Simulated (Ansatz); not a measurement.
The multiplicity is imposed and other spin states were not computed.

Cartesian coordinates (Å):
```xyz
9

Ag     0.0149    -0.0020    -0.0067
N     -1.9839     0.2727     0.8815
H     -2.6075     0.7942     0.2628
H     -1.9418     0.7867     1.7634
H     -2.4392    -0.6202     1.0790
C      1.8752    -0.2578    -0.8332
H      2.0854     0.5315    -1.5742
H      1.9461    -1.2340    -1.3413
H      2.6569    -0.2169    -0.0563
```
Charge 0, multiplicity 1.

Level of theory: frozen-core CCSD(T)/def2-TZVPP // r2SCAN-D4/def2-SVP run with Ansatz (an electronic-structure program).

| Quantity | Value |
|---|---|
| HF energy | -241.94884 Ha |
| MP2 correlation energy | -1.13444 Ha |

Question: Estimate the CCSD correlation energy, the (T) correction, the total energy and the T1 diagnostic.

Answer: 
| Quantity | Result |
|---|---|
| CCSD correlation energy | -1.11540 Ha |
| (T) correction | -0.03955 Ha |
| CCSD(T) total energy | -243.10380 Ha |
| T1 diagnostic | 0.015 |
